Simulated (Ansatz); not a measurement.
Geometry optimisation, Ansatz, RKS PBE/def2-SVP.

Input:

```yaml
crystal:
  periodic: [false, false, false]
  atoms:
    - { symbol: Si, position_ang: [-0.1185, -0.393, -1.1385] }
    - { symbol: F, position_ang: [1.2665, 1.0039, -0.7585] }
    - { symbol: O, position_ang: [-1.0343, 0.141, 0.0739] }
    - { symbol: Si, position_ang: [-1.4728, 1.1342, 1.2747] }
    - { symbol: H, position_ang: [-0.1454, 0.3189, -2.402] }
    - { symbol: H, position_ang: [-0.7292, -1.7104, -1.3652] }
    - { symbol: H, position_ang: [1.8594, 0.0714, -0.2753] }
    - { symbol: "N", position_ang: [1.5861, -1.2328, -0.1946] }
    - { symbol: H, position_ang: [-2.8776, 0.7978, 1.5004] }
    - { symbol: H, position_ang: [-0.6352, 0.8054, 2.4317] }
    - { symbol: H, position_ang: [-1.2887, 2.5245, 0.8693] }
    - { symbol: H, position_ang: [1.4344, -1.6063, 0.7284] }
    - { symbol: H, position_ang: [2.1554, -1.8545, -0.7444] }
basis:
  gaussian: { orbitals: def2-SVP }
hamiltonian:
  xc: pbe
relax:
  f_tol: 0.15
  max_steps: 25
  restrain:
    - { distance: [0, 7], at: 3.12, k: 30.0 }
    - { distance: [6, 1], at: 2.18, k: 30.0 }
    - { distance: [0, 1], at: 1.68, k: 30.0 }
    - { distance: [6, 7], at: 1.02, k: 30.0 }
```

Launched with:

```bash
$ ansatz run input.yaml --threads 2 --pin off --max-ram 3072MiB --backend cpu --events-out ev --progress --plain --runs-dir out
```

Q: Where does it end, and by what steps?

A: It converged. The restraints hold the end off the free minimum. After 11 steps the energy has fallen by 1.524 eV (the restraints' own energy left out); H6 moved furthest, 1.01 Å. Parted: Si1–N8. Joined: H7–N8.

```json
{"step": "0", "energy less start (eV)": "0.0000", "largest force component (eV/Å)": "3.036", "accepted": "yes"}
{"step": "1", "energy less start (eV)": "0.1842", "largest force component (eV/Å)": "3.627", "accepted": "yes"}
{"step": "2", "energy less start (eV)": "0.2417", "largest force component (eV/Å)": "3.465", "accepted": "yes"}
{"step": "3", "energy less start (eV)": "0.0533", "largest force component (eV/Å)": "2.454", "accepted": "yes"}
{"step": "4", "energy less start (eV)": "-0.5562", "largest force component (eV/Å)": "1.051", "accepted": "yes"}
{"step": "5", "energy less start (eV)": "-0.9788", "largest force component (eV/Å)": "0.830", "accepted": "yes"}
{"step": "6", "energy less start (eV)": "-1.2632", "largest force component (eV/Å)": "0.673", "accepted": "yes"}
{"step": "7", "energy less start (eV)": "-1.3972", "largest force component (eV/Å)": "0.712", "accepted": "yes"}
{"step": "8", "energy less start (eV)": "-1.4588", "largest force component (eV/Å)": "0.664", "accepted": "yes"}
{"step": "9", "energy less start (eV)": "-1.5016", "largest force component (eV/Å)": "0.534", "accepted": "yes"}
{"step": "10", "energy less start (eV)": "-1.5129", "largest force component (eV/Å)": "0.556", "accepted": "yes"}
{"step": "11", "energy less start (eV)": "-1.5241", "largest force component (eV/Å)": "0.446", "accepted": "yes"}
```

```xyz
13
Properties=species:S:1:pos:R:3
Si -0.204 -0.034 -1.478
F 1.181 0.886 -1.449
O -0.956 0.007 0.003
Si -1.376 1.015 1.282
H -1.087 0.634 -2.491
H 0.108 -1.441 -1.860
H 2.119 -0.406 0.041
N 1.893 -1.310 0.466
H -2.776 0.676 1.702
H -0.431 0.772 2.424
H -1.304 2.458 0.865
H 0.918 -1.257 0.791
H 1.913 -1.999 -0.295
```

Whether the end is a true minimum wasn't checked by a vibrational analysis.

The run took 17 s on 2 threads of Intel(R) Xeon(R) 6975P-C (Granite Rapids) (shared host), peak memory 0.17 GiB.
